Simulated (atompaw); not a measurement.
# Logarithmic derivatives: N, PAW (atompaw)

nitrogen (N), PAW, made with atompaw 4.2.0.5 (LDA (PW92), scalar-relativistic). Core [He], reference 2s2 2p2 (charge +1). Waves: 2s (bound): rc 1.80 bohr; 2s channel at -0.15 Ry: rc 1.80 bohr; 2p (bound): rc 1.80 bohr; 2p channel at 0.05 Ry: rc 1.80 bohr; 3d channel at 0.5 Ry: rc 1.80 bohr; 3d channel at 3.2 Ry: rc 1.80 bohr. Local part: bessel scheme, radius 1.50 bohr. Core correction: smooth core density matched at 1.00 bohr. Augmentation charge: sinc compensation charge, radius 1.75 bohr; PAW radius 1.80 bohr; waves and projectors: custom rrkj gramschmidtortho.

The phase is arctan(r·u′/u) with u = r·R(r), unwrapped; energies in Ry, scanned from -4 to 5 Ry. A pole is an energy at which the radial function vanishes at the test radius. The pseudo phase is shifted by a multiple of π to meet the all-electron one at the reference energy, and phase errors are pseudo minus all-electron; the curves can meet again beyond the range given. Levels narrower than the energy grid can be missing from the lists of poles.

Question: For each channel, where are the poles, and over which energies does the pseudopotential scatter like the atom?

Answer:

| channel | radius (bohr) | reference energy (Ry) | poles, all-electron | poles, pseudo | unbroken range about the reference energy with phases within 0.05 rad | phase error 1 Ry above the reference energy (rad) |
| --- | --- | --- | --- | --- | --- | --- |
| s | 1.81 | -2.37 | -1.32 | -1.32 | below 2.7 | -0.000 |
| p | 1.81 | -1.53 | -0.60 | -0.60 | the whole range | +0.000 |
| d | 1.81 | 0.50 | none | none | the whole range | +0.000 |

Phases in the p channel:

```
E (Ry)  all-electron  pseudo
 -4.00         1.206   1.206
 -3.76         1.183   1.183
 -3.52         1.153   1.153
 -3.28         1.116   1.116
 -3.04         1.066   1.066
 -2.80         0.996   0.996
 -2.56         0.891   0.891
 -2.32         0.715   0.715
 -2.08         0.392   0.392
 -1.84        -0.177  -0.177
 -1.60        -0.788  -0.788
 -1.36        -1.159  -1.159
 -1.12        -1.360  -1.360
 -0.88        -1.480  -1.480
 -0.64        -1.561  -1.561
 -0.40        -1.621  -1.621
 -0.16        -1.669  -1.669
  0.08        -1.710  -1.710
  0.32        -1.748  -1.748
  0.56        -1.783  -1.783
  0.80        -1.819  -1.819
  1.04        -1.856  -1.856
  1.28        -1.896  -1.896
  1.52        -1.941  -1.940
  1.76        -1.993  -1.992
  2.00        -2.055  -2.054
  2.24        -2.133  -2.131
  2.48        -2.232  -2.229
  2.72        -2.363  -2.358
  2.96        -2.540  -2.530
  3.20        -2.775  -2.759
  3.44        -3.067  -3.044
  3.68        -3.382  -3.354
  3.92        -3.666  -3.637
  4.16        -3.889  -3.864
  4.40        -4.056  -4.033
  4.64        -4.179  -4.159
  4.88        -4.271  -4.253
```
